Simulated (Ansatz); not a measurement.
Ansatz (a quantum-chemistry and plane-wave program) input (CCSD(T)/aug-cc-pVDZ):

Ansatz 0.2 input:
```yaml
crystal:
  periodic: [false, false, false]
  atoms:
    - {symbol: C, position_ang: [-1.64689942, -0.75780096, 0.66812012]}
    - {symbol: C, position_ang: [-0.45192723, 0.18576980, 0.66047501]}
    - {symbol: O, position_ang: [-0.72986466, 1.40683897, -0.00022564]}
    - {symbol: C, position_ang: [0.73744896, -0.44877477, -0.04107498]}
    - {symbol: F, position_ang: [1.81690886, 0.38291310, -0.01106905]}
    - {symbol: F, position_ang: [0.45756909, -0.70903630, -1.35158376]}
    - {symbol: H, position_ang: [-1.40281960, -1.70258676, 1.15859310]}
    - {symbol: H, position_ang: [-1.97170223, -0.96286638, -0.35165578]}
    - {symbol: H, position_ang: [-2.47648915, -0.30702054, 1.21616471]}
    - {symbol: H, position_ang: [-0.11987733, 0.37249152, 1.69151831]}
    - {symbol: H, position_ang: [-1.51749609, 1.79654677, 0.39250015]}
    - {symbol: H, position_ang: [1.02526641, -1.39133212, 0.43343908]}
basis:
  gaussian:
    orbitals: aug-cc-pVDZ
magnetization: {spin_polarized: false}
correlation: {method: ccsd_t, electrons: outside_noble_gas}
output: {forces: true}
```

Output:

```
Functional definition: HF
integrals: 0.87 GiB planned
1855 factors; integrals over basis functions are off by at most 6.6e-4 eV
mean field: 1.10 GiB planned
mean field evaluation 1: about -10631.9776 eV, gradient 4.5e1 eV
mean field evaluation 2: about -10632.0451 eV, gradient 4.5e1 eV
mean field evaluation 4: about -10636.4846 eV, gradient 4.6e0 eV
mean field evaluation 8: about -10636.5504 eV, gradient 2.6e-1 eV
mean field evaluation 16: about -10631.9782 eV, gradient 4.5e1 eV
mean field -10636.55073547 eV, -390.8860298154 hartree, gradient 1.4e-6 eV, S^2 0.000000; 0 other end points of the search recorded, 0 dependent functions left out
6 core orbitals not correlated
reference -10636.55073547 eV, -390.8860298154 hartree; 19, 19 occupied and 167, 167 virtual orbitals, 1855 factors
densities: 5.79 GiB planned
second order -28.39394002 eV of doubles, -0.00000000 eV of singles
coupled cluster: 3.09 GiB planned
cycle   1  -28.71154044 eV  change   -3.2e-1 eV  update   1.2e-1
cycle   2  -29.36863014 eV  change   -6.6e-1 eV  update   3.3e-2
cycle   3  -29.53419533 eV  change   -1.7e-1 eV  update   1.7e-2
cycle   4  -29.52775807 eV  change    6.4e-3 eV  update   3.3e-3
cycle   5  -29.52572617 eV  change    2.0e-3 eV  update   1.5e-3
cycle   6  -29.52652051 eV  change   -7.9e-4 eV  update   4.4e-4
cycle   7  -29.52648320 eV  change    3.7e-5 eV  update   1.8e-4
cycle   8  -29.52635606 eV  change    1.3e-4 eV  update   5.9e-5
cycle   9  -29.52634671 eV  change    9.4e-6 eV  update   1.9e-5
cycle  10  -29.52636233 eV  change   -1.6e-5 eV  update   6.8e-6
perturbative correction -0.88181591 eV, -0.0324061370 hartree
the calculation of the forces begins
Total energy: -10666.95891371 eV, -392.0035097544 hartree
Atom 0 at    -1.646899    -0.757801     0.668120 Å, force     0.075162     0.018236    -0.043487 eV/Å
Atom 1 at    -0.451927     0.185770     0.660475 Å, force    -0.022982    -0.100642     0.067532 eV/Å
Atom 2 at    -0.729865     1.406839    -0.000226 Å, force     0.140133     0.338563    -0.394852 eV/Å
Atom 3 at     0.737449    -0.448775    -0.041075 Å, force    -0.258124    -0.065594     0.267899 eV/Å
Atom 4 at     1.816909     0.382913    -0.011069 Å, force     0.481022     0.406232    -0.001750 eV/Å
Atom 5 at     0.457569    -0.709036    -1.351584 Å, force    -0.152199    -0.081133    -0.591498 eV/Å
Atom 6 at    -1.402820    -1.702587     1.158593 Å, force     0.131361    -0.411103     0.227031 eV/Å
Atom 7 at    -1.971702    -0.962866    -0.351656 Å, force    -0.136457    -0.077982    -0.463367 eV/Å
Atom 8 at    -2.476489    -0.307021     1.216165 Å, force    -0.346853     0.209481     0.240326 eV/Å
Atom 9 at    -0.119877     0.372492     1.691518 Å, force     0.140165     0.066319     0.390531 eV/Å
Atom 10 at    -1.517496     1.796547     0.392500 Å, force    -0.161204     0.057801     0.106025 eV/Å
Atom 11 at     1.025266    -1.391332     0.433439 Å, force     0.109975    -0.360177     0.195609 eV/Å
Dipole moment:    -0.475207    -0.250645     0.577314 e Å
```
